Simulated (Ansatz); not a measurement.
```yaml
crystal:
  periodic: [false, false, false]
  atoms:
    - {symbol: C, position_ang: [-1.132325, 0.717333, 0.832391]}
    - {symbol: C, position_ang: [0.263731, 0.174426, 0.622257]}
    - {symbol: N, position_ang: [1.228984, 1.032933, 1.219527]}
    - {symbol: O, position_ang: [0.513419, 0.014854, -0.782977]}
    - {symbol: Si, position_ang: [0.060997, -1.293738, -1.664003]}
    - {symbol: H, position_ang: [-1.222181, 1.699408, 0.360333]}
    - {symbol: H, position_ang: [-1.341273, 0.817603, 1.897943]}
    - {symbol: H, position_ang: [-1.878947, 0.058391, 0.385895]}
    - {symbol: H, position_ang: [0.358823, -0.812041, 1.096614]}
    - {symbol: H, position_ang: [1.170974, 1.962122, 0.819503]}
    - {symbol: H, position_ang: [2.166212, 0.685041, 1.063303]}
    - {symbol: H, position_ang: [0.455589, -2.549506, -0.962976]}
    - {symbol: H, position_ang: [0.754192, -1.192046, -2.969563]}
    - {symbol: H, position_ang: [-1.411096, -1.344080, -1.889646]}
basis:
  gaussian: {orbitals: aug-cc-pVTZ}
hamiltonian: {xc: {name: HF}}
correlation: {method: mp2, frozen_orbitals: {C: 0}}
accuracy: high
scf: {lower_state_search: off}
```

```sh
$ ansatz run in.yaml --threads 4 --pin off --events-out ev --progress --plain --max-ram 10444MiB
```

How does Ansatz answer? (Estimate.)

Ansatz gave: The input was rejected before any iteration.
```
Functional definition: HF
Error: "frozen_orbitals" has no count for N
```
